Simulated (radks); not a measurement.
Values are calculated unless marked as measured or tabulated.
Numerical settings for the aluminium ion Al+, [Ne] 3s2. Level of theory: scalar-relativistic Kohn-Sham, r2SCAN, spin-polarised, spherical densities, finite nucleus; meta-GGA in the generalised Kohn-Sham scheme; Fermi nuclear charge, rms radius 3.061 fm (a radial shooting solver on a logarithmic mesh with Libxc functionals). The defaults (mesh step 0.008 in ln r, mesh end at 40 bohr or more with all orbitals vanishing there, Anderson mixing 0.5 over 9 steps, residual threshold near 1e-9 with the energy settled to 1e-9 hartree or 1e-11 of itself, here a cap of 93 iterations) give E = -242.575 hartree and 3s at -14.962 eV in 14 iterations. Run on one thread of a shared host, so times are rough (Arm Neoverse V1): 0.11 s of CPU time, 0.11 s wall, 14 iterations on 2189 mesh points. Changes against that run (0 stands for a change within the tolerance of the run):

| setting | iterations | converged | E (mhartree) | e(3s) (meV) | CPU (s) |
|---|---|---|---|---|---|
| mesh step in ln r 0.03 | 10 | yes | -0.00792 | -0.00687 | 0.03 |
| mesh step in ln r 0.08 | 16 | yes | +0.57 | +2.58 | 0.03 |
| mesh step in ln r 0.005 | 15 | yes | 0 | 0 | 0.18 |
| mesh end (bohr) 5 | 14 | yes | +29.9 | +882 | 0.1 |
| mesh end (bohr) 1 | 11 | level above zero | +4.82e+04 | +5.45e+05 | 0.07 |
| residual threshold 0.1 | 10 | yes | 0 | -0.0325 | 0.08 |
| residual threshold 1e-13 | 93 | no | 0 | 0 | 0.48 |
| mixing 0.01 | 22 | yes | 0 | -0.0104 | 0.17 |
| linear mixing, mixing 0.8 | 31 | no | diverged | - | 0.27 |
| linear mixing, mixing 0.5 | 93 | no | -2.36e+04 | -3.67 | 0.7 |
| mixing history 2 | 23 | yes | 0 | -0.00646 | 0.17 |
| iteration cap 3 | 3 | no | +3.98 | -674 | 0.03 |

Settled on a wrong energy, with an occupied level pushed above zero by the early mesh end: mesh end (bohr) 1 (+48.2 hartree). Apart from these: settings that end as converged yet miss the energy by more than 1 mhartree: mesh end (bohr) 5 (+0.0299 hartree). A mesh that ends early acts as a hard wall.
